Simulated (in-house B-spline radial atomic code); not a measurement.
A run on the aluminium ion Al⁺ that did not converge. Method: scalar-relativistic (X2C) r2SCAN, spin-polarised, spherical fractional occupations, Fermi nucleus of rms radius 3.061 fm; computed with a B-spline radial code for spherical atoms.

Command:
```bash
python run_scf.py task.json out
```
Settings (nuclear radius in fm, mass in u):
```
Z                13
configuration    [He] 2s1 2p6 3s2 4s1
hamiltonian      x2c
method           r2scan
spin_polarised   True
nucleus          fermi
rms_radius       3.061
atomic_mass      26.98154
speed_of_light   137.035999084
```

First and last ten iterations of the last attempt (damped for 15 steps, keeping 80 % of the old Fock matrix, then DIIS):
```
 iter        energy (Eh)    residual
    1        -237.951636    2.52e-02
    2        -237.953735    1.47e-03
    3        -237.953740    1.23e-03
    4        -237.953744    1.03e-03
    5        -237.953746    8.66e-04
    6        -237.953748    7.27e-04
    7        -237.953749    6.10e-04
    8        -237.953750    5.13e-04
    9        -237.953751    4.31e-04
   10        -237.953751    3.63e-04
  111        -237.953752    1.47e-06
  112        -237.953752    2.04e-06
  113        -237.953752    2.04e-06
  114        -237.953752    2.04e-06
  115        -237.953752    1.47e-06
  116        -237.953752    1.47e-06
  117        -237.953752    1.47e-06
  118        -237.953752    1.47e-06
  119        -237.953752    2.04e-06
  120        -237.953752    1.47e-06
 not converged after 120 iterations
```

The smallest residual met was 1.5e-06; the threshold is about 1e-07. Over the last five steps the energy moves by less than 1e-08 hartree, but the orbitals didn't meet the threshold. Run time, properties included: 3.5 s on 1 thread of Arm Neoverse N1 (shared host).
